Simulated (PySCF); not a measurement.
# One molecule, several mistakes: AlBClGeH4 cation

These are calculations, not measurements. The program is PySCF 2.14.0, an open-source quantum chemistry code, run on an isolated molecule that a program drew, which may never have been made. The molecule is AlBClGeH4 cation (charge +1, singlet), drawn as the SMILES string `[Cl][Al+][BH][GeH3]`.

Each row is a Hartree-Fock (HF) and frozen-core CCSD(T) single point in the cc-pV(D+d)Z basis, meant for a local HF minimum. Run 1 is clean. Each other run has one planted mistake out of seven kinds, and not every kind appears here: one electron removed, one electron added, multiplicity raised by two, geometry at a saddle point, minimal basis STO-3G, one bond length entered in bohr, all coordinates scaled. The reference is restricted for singlets and unrestricted otherwise, and also for a bond in bohr. Adding or removing an electron swaps singlet and doublet. Electrons count all cores. HOMO and LUMO are orbital energies over both spins, the gradient is its largest component, and the lowest frequency (negative if imaginary) is given only where the gradient is small. Bond lengths are over the 7 bonds as drawn. T1 is the CCSD diagnostic: over 0.02 (restricted) or 0.045 (unrestricted) a single reference is doubtful. Germanium has the cc-pVDZ-PP basis, with a core potential (ECP10MDF) in place of its 10 inner electrons, and its 3s, 3p and 3d shells are frozen in CCSD(T).

Geometry of the clean run:
```xyz
8
AlBClGeH4 cation, angstrom
Cl    2.3368   -0.5332   -1.3553
Al    0.7623   -0.9077   -0.1307
B    -0.9349   -1.2248    1.1991
Ge   -1.9960    0.3851    2.0542
H    -1.1821   -2.3849    1.3237
H    -2.9914    0.7846    0.9653
H    -1.0213    1.5270    2.3277
H    -2.6835   -0.1024    3.3182
```

| run | electrons | basis functions | <S^2> | HOMO (eV) | LUMO (eV) | gradient (hartree/bohr) | lowest frequency (cm^-1) | mean bond (Å) | longest bond (Å) | T1 | HF (hartree) | CCSD(T) (hartree) | mistake |
|---|---|---|---|---|---|---|---|---|---|---|---|---|---|
| 1 | 70 | 103 | 0.000 | -15.50 | -5.25 | 1.2e-05 | 26 | 1.7263 | 2.179 | 0.0150 | -1021.58204 | -1022.00121 | no fault |
| 2 | 70 | 103 | 0.000 | -15.79 | -5.28 | 8.3e-02 | - | 1.5796 | 1.994 | 0.0140 | -1021.52308 | -1021.93874 | all coordinates scaled |
| 3 | 70 | 103 | 0.885 | -13.21 | -5.23 | 5.8e-03 | - | 1.9203 | 2.884 | 0.0384 | -1021.48140 | -1021.88713 | ? |
| 4 | 71 | 103 | 0.760 | -6.89 | 0.95 | 4.5e-02 | - | 1.7263 | 2.179 | 0.0143 | -1021.80230 | -1022.24250 | ? |

**Which mistake was planted in run 3, and what did it cost?**

The mean bond changes by a factor of 1.112 and the longest by 1.324, so the molecule wasn't scaled as a whole. A length L in bohr read as angstrom grows by (1/0.5292 - 1) L = 0.890 L. The 7 bonds together grew by 7 x 0.1940 = 1.358 Å, which gives L = 1.526 Å. That is the length of one of the Ge-H bonds, 1.526 Å in the clean geometry. So the mistake is: one bond length entered in bohr. Subtracting run 1 and multiplying by 627.51 kcal/mol a hartree, the energy moved by 63.2 kcal/mol in HF and 71.6 kcal/mol in CCSD(T).

**Which mistake was planted in run 4, and what did it cost?**

It counts 71 electrons, one more than the clean run, at the same geometry and basis. So the mistake is: one electron added. Subtracting run 1 and multiplying by 627.51 kcal/mol a hartree, the energy moved by -138.2 kcal/mol in HF and -151.4 kcal/mol in CCSD(T).

